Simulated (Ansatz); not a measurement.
`[OH][Ga]([OH])[O][SiH3]` and `[OH][Ga]([SH])[O][SiH3]` differ in one atom or group.

Ansatz, PBE0-D4/def2-TZVP geometries, multiplicity 1. Each molecule was computed in one conformer, which needn't be the lowest.

Scalar relativity is left out up to krypton.

| property | `[OH][Ga]([OH])[O][SiH3]` |
| --- | --- |
| LUMO energy (PBE/def2-TZVPP) / eV | -2.09 |
| size of the dipole moment (B3LYP/def2-TZVPP) / D | 1.16 |
| size of the dipole moment (ωB97M-V/def2-TZVPP) / D | 1.19 |
| HOMO–LUMO gap (B3LYP/def2-TZVPP) / eV | 6.97 |
| LUMO energy (B3LYP/def2-TZVPP) / eV | -1.49 |
| HOMO energy (PBE/def2-TZVPP) / eV | -7.20 |

Q: Give the same properties after the change, and the shifts. (An estimate is asked.)

A: The calculation gave: 
```
                                          property  `[OH][Ga]([SH])[O][SiH3]`  shift
                 LUMO energy (PBE/def2-TZVPP) / eV                      -2.04   0.05
  size of the dipole moment (B3LYP/def2-TZVPP) / D                       1.05  -0.11
size of the dipole moment (ωB97M-V/def2-TZVPP) / D                       1.06  -0.13
             HOMO–LUMO gap (B3LYP/def2-TZVPP) / eV                       6.32  -0.65
               LUMO energy (B3LYP/def2-TZVPP) / eV                      -1.42   0.07
                 HOMO energy (PBE/def2-TZVPP) / eV                      -6.74   0.46
```

Dipoles are sizes alone; their direction can turn.

B3LYP here is the variant with VWN-RPA as its local correlation; programs differ in this.
